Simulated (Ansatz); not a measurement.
The first iterations of a band of FH2SeSi (5 atoms, charge -1, multiplicity 1).

Computed with Ansatz, RKS B3LYP/def2-SVP.

```yaml
movable_images: 5
climbing_image: yes
spring: 5.0 eV/Å²
optimiser: quadratic models (default)
start_path: IDPP
force_threshold: 0.05 eV/Å
iteration_limit: 60
end_points: relaxed
```

Initial state:

```xyz
5
Properties=species:S:1:pos:R:3
F -0.704 -0.992 1.499
Si -1.000 -0.121 0.073
Se 1.286 0.531 -0.614
H -0.851 -1.308 -0.931
H 1.270 1.891 -0.027
```

Final state:

```xyz
5
Properties=species:S:1:pos:R:3
F -0.914 -0.662 1.544
Si -0.217 -1.179 0.085
Se 1.554 0.515 -0.285
H -1.198 -0.437 -0.870
H 0.775 1.763 -0.474
```

| iteration | highest image above the first end (eV) | largest band force component (eV/Å) |
| --- | --- | --- |
| 1 | 2.949 | 3.887 |
| 2 | 2.506 | 1.671 |
| 3 | 2.380 | 0.872 |

**Question.** Does the band converge within its limit, and where does its top end?

**Answer.** The run converged. It ended after 10 iterations with the highest image 2.294 eV above the first end. Neighbouring images differ by up to 1.4 eV, so the band resolves the path poorly. A vibrational analysis at the climbing image gives one clearly imaginary mode, 824i cm⁻¹: a first-order saddle point. Limits of this set-up: an anion without diffuse functions, the dipole of an ion depends on the origin.

Run time: 120 s on 1 CPU thread of a shared host.
